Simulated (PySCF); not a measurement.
A calculated (BHandHLYP, PySCF 2.14, x2c-TZVPPall, scalar relativity by spin-free X2C-1e) atom or ion has these occupied shells.

```json
{"shell": "1s α", "electrons": "1", "orbital energy (eV)": "-48517.0", "rms radius, mean of both spins (bohr)": "0.0254"}
{"shell": "1s β", "electrons": "1", "orbital energy (eV)": "-48517.0", "rms radius, mean of both spins (bohr)": "0.0254"}
{"shell": "2s α", "electrons": "1", "orbital energy (eV)": "-8037.2", "rms radius, mean of both spins (bohr)": "0.103"}
{"shell": "2s β", "electrons": "1", "orbital energy (eV)": "-8037.1", "rms radius, mean of both spins (bohr)": "0.103"}
{"shell": "2p α", "electrons": "3", "orbital energy (eV)": "-7171.0", "rms radius, mean of both spins (bohr)": "0.0923"}
{"shell": "2p β", "electrons": "3", "orbital energy (eV)": "-7170.9", "rms radius, mean of both spins (bohr)": "0.0923"}
{"shell": "3s α", "electrons": "1", "orbital energy (eV)": "-1804.5", "rms radius, mean of both spins (bohr)": "0.266"}
{"shell": "3s β", "electrons": "1", "orbital energy (eV)": "-1801.5", "rms radius, mean of both spins (bohr)": "0.266"}
{"shell": "3p α", "electrons": "3", "orbital energy (eV)": "-1531.2", "rms radius, mean of both spins (bohr)": "0.266"}
{"shell": "3p β", "electrons": "3", "orbital energy (eV)": "-1527.9", "rms radius, mean of both spins (bohr)": "0.266"}
{"shell": "3d α", "electrons": "5", "orbital energy (eV)": "-1159.4", "rms radius, mean of both spins (bohr)": "0.245"}
{"shell": "3d β", "electrons": "5", "orbital energy (eV)": "-1156.2", "rms radius, mean of both spins (bohr)": "0.245"}
{"shell": "4s α", "electrons": "1", "orbital energy (eV)": "-383.10", "rms radius, mean of both spins (bohr)": "0.602"}
{"shell": "4s β", "electrons": "1", "orbital energy (eV)": "-374.97", "rms radius, mean of both spins (bohr)": "0.602"}
{"shell": "4p α", "electrons": "3", "orbital energy (eV)": "-291.92", "rms radius, mean of both spins (bohr)": "0.639"}
{"shell": "4p β", "electrons": "3", "orbital energy (eV)": "-283.18", "rms radius, mean of both spins (bohr)": "0.639"}
{"shell": "4d α", "electrons": "5", "orbital energy (eV)": "-162.51", "rms radius, mean of both spins (bohr)": "0.708"}
{"shell": "4d β", "electrons": "5", "orbital energy (eV)": "-151.92", "rms radius, mean of both spins (bohr)": "0.708"}
{"shell": "5s α", "electrons": "1", "orbital energy (eV)": "-64.839", "rms radius, mean of both spins (bohr)": "1.48"}
{"shell": "5s β", "electrons": "1", "orbital energy (eV)": "-61.398", "rms radius, mean of both spins (bohr)": "1.48"}
{"shell": "5p α", "electrons": "3", "orbital energy (eV)": "-41.442", "rms radius, mean of both spins (bohr)": "1.74"}
{"shell": "5p β", "electrons": "3", "orbital energy (eV)": "-38.804", "rms radius, mean of both spins (bohr)": "1.74"}
{"shell": "4f α", "electrons": "7", "orbital energy (eV)": "-22.719", "rms radius, mean of both spins (bohr)": "1.04"}
```

Question: Name the element and its charge.

Answer: Eu(2+) (europium, charge +2), in [Xe] 4f7, high-spin 8S determinant.
